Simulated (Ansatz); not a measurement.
Total energies of C2H5FGe, SMILES `C[CH2][Ge][F]`.

Z-matrix (Å, degrees):
```
C
C 1 1.521
H 1 1.091 2 111.2
H 1 1.094 2 111.7 3 120.8
H 1 1.093 2 111.4 3 -119.2
Ge 2 1.991 1 117.6 3 53.1
H 2 1.103 1 110.7 3 -64.8
H 2 1.097 1 112.1 3 178.6
F 6 1.767 2 96.7 1 -25.7
```

Charge 0, multiplicity 1. Correlated methods include outer-core shells of Ge, which these sets cover unevenly. Scalar relativity is left out up to krypton. The structure was optimised at the PBE0-D4/def2-TZVP level. It is one conformer, not always the lowest. Basis def2-TZVPP, Ansatz.

RPA on PBE orbitals: Hartree–Fock energy of these orbitals -2253.48544 Eh, correlation -1.32843 Eh (frozen core).

```tsv
functional	energy without D4 (Eh)	D4 term (kJ/mol)
LDA (SPW92)	-2251.61408	–
BLYP	-2256.17434	-36.0
r2SCAN	-2256.06057	-3.8
B3LYP	-2256.21896	-26.1
r2SCANh	-2256.04354	-4.0
BHLYP	-2256.05622	-19.8
LC-ωPBE	-2255.78124	–
ωB97X-V	-2255.91535	–
ωB97M-V	-2255.97935	–
B2PLYP	-2255.66797	–
```

**Question.** Give the same for PBE, revPBE, B97M-V, PBE0, r2SCAN0, HSE06 (plane-wave form), CAM-B3LYP, PBE-QIDH. (An estimate is asked.)

**Answer.** Computed: 
| functional | energy without D4 (Eh) | D4 term (kJ/mol) |
| --- | --- | --- |
| PBE | -2255.64304 | -16.1 |
| revPBE | -2255.94654 | -51.3 |
| B97M-V | -2255.73849 | – |
| PBE0 | -2255.70595 | -13.5 |
| r2SCAN0 | -2256.01947 | -4.4 |
| HSE06 (plane-wave form) | -2255.69745 | -12.5 |
| CAM-B3LYP | -2256.21707 | -13.6 |
| PBE-QIDH | -2255.35212 | – |

B3LYP takes the VWN-RPA correlation (the form of Gaussian; ORCA's B3LYP/G). HSE06 is the plane-wave form, built on full-range PBE exchange. The double hybrids freeze the cores in their second-order part.

LC-ωPBE has ω = 0.4 bohr⁻¹.
